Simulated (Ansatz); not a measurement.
Vertical singlet–triplet gap (eV) of eight silicon and germanium compounds: PBE beside PBE0, computed with Ansatz (a first-principles code) for isolated molecules in the bases named; differences from unrounded values. The eight are the first of their class met in an unordered collection, after screening for sound electronic states; none was chosen by its value. Functionals give these values as differences of separate SCF runs (ΔSCF), EOM-CCSD as a root; each molecule has one DFT geometry for both levels.

```json
[
 {"molecule": "Si(OH)4 (H₄O₄Si), SMILES O[Si](O)(O)O", "basis": "def2-SVPD", "PBE0": "7.59"},
 {"molecule": "H6O2Si2, SMILES O([SiH3])[SiH2]O", "basis": "def2-SVPD", "PBE0": "7.01"},
 {"molecule": "C₃H₁₀FNSi, SMILES CN(C)C[SiH2]F", "basis": "def2-SVPD", "PBE0": "5.53"},
 {"molecule": "ClH6NSi3, SMILES Cl[SiH]1[SiH2]N[SiH2]1", "basis": "def2-TZVPD", "PBE0": "4.27"},
 {"molecule": "CH8O2Si3, SMILES O=CO[SiH2][SiH2][SiH3]", "basis": "def2-SVPD", "PBE0": "5.12"},
 {"molecule": "Si(Cl)2(OH)(NH2) (Cl2H3NOSi), SMILES N[Si](O)(Cl)Cl", "basis": "def2-SVPD", "PBE0": "6.55"},
 {"molecule": "C2H8O2Si2, SMILES O[Si@@H](C=C)[SiH2]O", "basis": "def2-SVPD", "PBE0": "4.01"},
 {"molecule": "B(OH)2(OSiH3) (BH5O3Si), SMILES OB(O[SiH3])O", "basis": "def2-SVPD", "PBE0": "7.17"}
]
```

Q: Estimate the PBE values and say how PBE differs from PBE0 over the set. (An estimate is asked for; the answer gives what the named calculation found.)

A: 
```csv
molecule,PBE,difference
"Si(OH)4 (H₄O₄Si), SMILES O[Si](O)(O)O",6.57,-1.02
"H6O2Si2, SMILES O([SiH3])[SiH2]O",6.35,-0.66
"C₃H₁₀FNSi, SMILES CN(C)C[SiH2]F",5.18,-0.35
"ClH6NSi3, SMILES Cl[SiH]1[SiH2]N[SiH2]1",4.02,-0.25
"CH8O2Si3, SMILES O=CO[SiH2][SiH2][SiH3]",5.11,-0.01
"Si(Cl)2(OH)(NH2) (Cl2H3NOSi), SMILES N[Si](O)(Cl)Cl",6.06,-0.49
"C2H8O2Si2, SMILES O[Si@@H](C=C)[SiH2]O",4.06,0.05
"B(OH)2(OSiH3) (BH5O3Si), SMILES OB(O[SiH3])O",6.47,-0.70
```
PBE lies below PBE0 in 7 and above it in 1 of the eight; the mean signed difference is -0.43 and the largest -1.02 eV.
